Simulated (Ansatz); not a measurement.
Tantalum pentafluoride + HCl → `[F][Ta]([F])([F])([F])[Cl]` + H–F at 500 K and 1 bar (ligand exchange at a Ta–F bond).

Computed with Ansatz on PBE0-D4/def2-TZVP structures; ΔE is electronic, products minus reactants. CCSD(T)/CBS adds triple-zeta CCSD(T) − MP2 to the extrapolated MP2 energy (def2 sets, frozen cores). This one scheme is used for every species. def2 core potentials past Kr. For Ta outer-core shells are correlated without core-valence functions, which leaves a few kJ/mol of doubt a bond.

| species | CCSD(T)/CBS energy (Eh) | H − E (kJ/mol) | S (J/(mol·K)) |
| --- | --- | --- | --- |
| `[F][Ta]([F])([F])([F])[F]` | -556.18140 | 74.0 | 410.4 |
| HCl | -460.38127 | 32.5 | 201.9 |
| `[F][Ta]([F])([F])([F])[Cl]` | -916.15583 | 73.0 | 428.4 |
| H–F | -100.39570 | 39.4 | 188.7 |

H − E and S are ideal-gas, rigid-rotor, harmonic terms from PBE0-D4/def2-TZVP. 1 Eh = 2625.50 kJ/mol, R = 8.31446 J/(mol·K).

By hand: ΔE, ΔH, ΔS and ΔG.

ΔE = (-916.15583) + (-100.39570) − (-556.18140) − (-460.38127) = 0.01114 Eh = 29.2 kJ/mol. Δ(H − E) = 73.0 + 39.4 − 74.0 − 32.5 = 5.9, so ΔH = 35.1 kJ/mol. ΔS = 428.4 + 188.7 − 410.4 − 201.9 = 4.8 J/(mol·K). ΔG = 35.1 − 500 × (4.8)/1000 = 32.7 kJ/mol.

By hand: the equilibrium constant, and the temperature at which ΔG would vanish if ΔH and ΔS stayed fixed.

log₁₀ K = −ΔG/(RT ln 10) = -3.4. ΔG = 0 at ΔH/ΔS = 7312 K, far beyond where these terms or the molecules hold.

The number of gas molecules stays the same, so ΔS is small and ΔH decides. A doubt of 5 kJ/mol in ΔE shifts log₁₀ K by 0.5 here. These are equilibria of isolated gas molecules and say nothing of rates. Largest T1 diagnostic: 0.018 (customary marks: 0.02 for closed shells, 0.045 for open ones).
